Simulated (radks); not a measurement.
Q: These are the eigenvalues of the occupied orbitals of an atom or ion with whole-number occupations (eV). All-electron calculation, non-relativistic Kohn-Sham, BLYP, spin-unpolarised, spherical densities, point nucleus. Program: a radial shooting solver on a logarithmic mesh with Libxc functionals.

orbital  eigenvalue
1s        -181.0056
2s          -9.2970
2p          -3.5387

Which element is it, and in what charge state? The configuration may be excited.

A: Z = 5, boron, charge 0: B in [He] 2s2 2p1. The list shows which subshells hold electrons but not how many an open one holds; the 1s level, -6.6518 hartree, gives Z - s = 3.6 by -(Z - s)^2/2, which with screening narrows Z to a few neighbours, and the depths of the outer levels then fix element, charge and occupations together.
